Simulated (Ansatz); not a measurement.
Mulliken charges of `[SiH3]C1(Cl)C=C1` from PBE/def2-TZVPP in Ansatz (PBE0-D4/def2-TZVP geometry).

```json
{"atom": "Si1", "x (Å)": "-1.044", "y (Å)": "-0.660", "z (Å)": "-0.833", "charge (e)": "0.202"}
{"atom": "C2", "x (Å)": "0.426", "y (Å)": "-0.176", "z (Å)": "0.223", "charge (e)": "0.076"}
{"atom": "Cl3", "x (Å)": "1.441", "y (Å)": "-1.681", "z (Å)": "0.493", "charge (e)": "-0.204"}
{"atom": "C4", "x (Å)": "0.462", "y (Å)": "0.847", "z (Å)": "1.284", "charge (e)": "-0.134"}
{"atom": "C5", "x (Å)": "1.140", "y (Å)": "1.113", "z (Å)": "0.218", "charge (e)": "-0.134"}
{"atom": "H6", "x (Å)": "-1.872", "y (Å)": "0.557", "z (Å)": "-1.053", "charge (e)": "-0.064"}
{"atom": "H7", "x (Å)": "-0.577", "y (Å)": "-1.188", "z (Å)": "-2.139", "charge (e)": "-0.042"}
{"atom": "H8", "x (Å)": "-1.851", "y (Å)": "-1.692", "z (Å)": "-0.135", "charge (e)": "-0.042"}
{"atom": "H9", "x (Å)": "0.144", "y (Å)": "1.087", "z (Å)": "2.284", "charge (e)": "0.171"}
{"atom": "H10", "x (Å)": "1.813", "y (Å)": "1.742", "z (Å)": "-0.339", "charge (e)": "0.171"}
```

**Question.** By hand: the dipole of these point charges (1 e Å = 4.8032 D).

**Answer.** Σ q r = (-0.131, 0.503, 0.042) e Å, of length 0.521 e Å = 2.50 D.

**Question.** How does the dipole of the full density compare? (An estimate is asked.)

**Answer.** Computed: (-0.071, 0.521, 0.085) e Å, 2.56 D; the point charges give 0.98 times that, at 8° from its direction.

Point charges leave out the atoms' own dipoles, such as those of lone pairs, and Mulliken's split depends on the basis, so the close match here is no proof of good charges.
